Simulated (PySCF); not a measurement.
# A small calculation by hand: dipole moment from atomic charges

SiHCl3, SMILES Cl[SiH](Cl)Cl. Atoms are numbered in the order given.

```xyz
5

Si     0.0000     0.0000     0.5108
Cl    -1.6766    -0.9680    -0.1791
Cl     0.0000     1.9360    -0.1791
Cl     1.6766    -0.9680    -0.1791
H      0.0000     0.0000     1.9841
```

Geometry optimised at B3LYP-D3(BJ)/def2-SVP. The isomer is the one that the SMILES or the coordinates give; other isomers of the formula were not compared.

Charges (e) from PySCF with ωB97X/def2-TZVPD:

```json
[
 {"atom": "Si1", "ESP fit": "-0.072", "IAO": "1.021"},
 {"atom": "Cl2", "ESP fit": "-0.015", "IAO": "-0.299"},
 {"atom": "Cl3", "ESP fit": "-0.013", "IAO": "-0.299"},
 {"atom": "Cl4", "ESP fit": "-0.015", "IAO": "-0.299"},
 {"atom": "H5", "ESP fit": "0.114", "IAO": "-0.125"}
]
```

The dipole moment of the full density is 0.95 D.

Problem. What dipole moment does each set of point charges give, and which comes closer to that of the density?

Solution. 
μ = Σ q r, and 1 e Å = 4.8032 D.
ESP fit: Σ q r = (0.000, 0.004, 0.197) e Å, |μ| = 0.95 D.
IAO: Σ q r = (0.000, 0.000, 0.434) e Å, |μ| = 2.09 D.
ESP fit comes closer in size. Point charges leave out the atoms' own dipoles (lone pairs, polarised bonds); fits to the potential absorb them, partitions of the density don't.
